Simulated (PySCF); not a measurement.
A PySCF script (with the pyscf-properties extension) for the NMR shieldings of `N[SiH2]N([SiH3])BN[SiH3]`, BH12N3Si3, on a GFN2-xTB geometry:

```python
import basis_set_exchange as bse
import numpy as np
from pyscf import gto, dft
from pyscf.prop import nmr

atoms = """
N    -1.344269    2.631866   -0.250250
Si   -2.067035    1.133352    0.191689
N    -0.879085   -0.115365   -0.120713
Si   -1.280073   -1.512311   -1.077646
B     0.418778    0.045176    0.444285
N     1.489865   -0.826457    0.156813
Si    3.133383   -0.800539    0.691137
H    -0.379826    2.772734    0.004497
H    -1.866903    3.481396   -0.113550
H    -2.491071    0.995744    1.596855
H    -3.202891    0.972999   -0.712107
H    -0.557781   -1.479872   -2.358357
H    -2.720862   -1.500994   -1.312473
H    -0.922032   -2.732330   -0.339272
H     0.635135    0.928831    1.188248
H     1.280770   -1.569391   -0.493500
H     3.481723   -2.161631    1.118609
H     3.256730    0.141490    1.799950
H     4.005640   -0.395446   -0.421676
"""
names = dict.fromkeys(["N", "Si", "B", "H"], "pcSseg-1")
basis = {el: gto.basis.parse(bse.get_basis(n, elements=[el], fmt="nwchem")) for el, n in names.items()}
mol = gto.M(atom=atoms, basis=basis, charge=0, verbose=0)
mf = dft.RKS(mol, xc="PBE0")
mf.grids.level = 2
mf.grids.alignment = dft.numint.BLKSIZE   # the property module wants whole blocks of grid points
mf.conv_tol = 1e-9
mf.kernel()

calc = nmr.RKS(mf)   # GIAO
C = mf.mo_coeff
Co = C[:, mf.mo_occ > 0]
resp = mf.gen_response(singlet=True, hermi=2)
def vind(x):   # induced exchange potential for any number of trial vectors
    d = np.einsum("pi,xij,qj->xpq", C, 2 * x.reshape(-1, C.shape[1], Co.shape[1]), Co, optimize=True)
    return np.einsum("xpq,pi,qj->xij", resp(d - d.transpose(0, 2, 1)), C, Co, optimize=True).ravel()
mo1, _ = nmr.rhf.solve_mo1(calc, with_cphf=vind)
sigma = calc.kernel(mo1)
for i, s in enumerate(sigma):   # ppm
    w = np.linalg.eigvalsh((s + s.T) / 2)
    print("%2d %-2s iso %8.1f  s11 %8.1f  s22 %8.1f  s33 %8.1f" % (i, mol.atom_pure_symbol(i), w.mean(), *w))
```

Q: What are the results?

A: 
```
 0 N  iso    250.2  s11    206.8  s22    248.4  s33    295.5
 1 Si iso    373.3  s11    342.0  s22    369.3  s33    408.5
 2 N  iso    198.8  s11    119.8  s22    210.5  s33    266.1
 3 Si iso    409.2  s11    370.3  s22    382.1  s33    475.2
 4 B  iso     70.9  s11     38.8  s22     67.6  s33    106.3
 5 N  iso    185.2  s11    109.5  s22    213.5  s33    232.8
 6 Si iso    402.1  s11    367.9  s22    374.9  s33    463.6
 7 H  iso     31.2  s11     23.1  s22     29.5  s33     41.1
 8 H  iso     31.8  s11     24.4  s22     26.6  s33     44.4
 9 H  iso     26.2  s11     22.5  s22     24.6  s33     31.5
10 H  iso     26.7  s11     23.1  s22     25.7  s33     31.4
11 H  iso     26.8  s11     23.5  s22     24.6  s33     32.2
12 H  iso     27.1  s11     23.3  s22     26.2  s33     31.7
13 H  iso     26.9  s11     23.6  s22     25.4  s33     31.9
14 H  iso     27.3  s11     23.8  s22     27.2  s33     30.8
15 H  iso     29.4  s11     21.5  s22     30.8  s33     35.8
16 H  iso     26.8  s11     23.1  s22     25.3  s33     32.1
17 H  iso     26.9  s11     23.8  s22     26.0  s33     31.0
18 H  iso     26.8  s11     23.0  s22     25.1  s33     32.3
```

These numbers come from an equivalent density-fitted implementation of the same equations, which agrees with the script to about 0.01 ppm for H and up to a few tenths of a ppm for heavy atoms, so last digits may differ.

Size and cost of the density-fitted run: 200 basis functions, 110 s wall time (88 s CPU) on 1 thread of an Intel Xeon, shared host; peak memory 0.9 GiB.
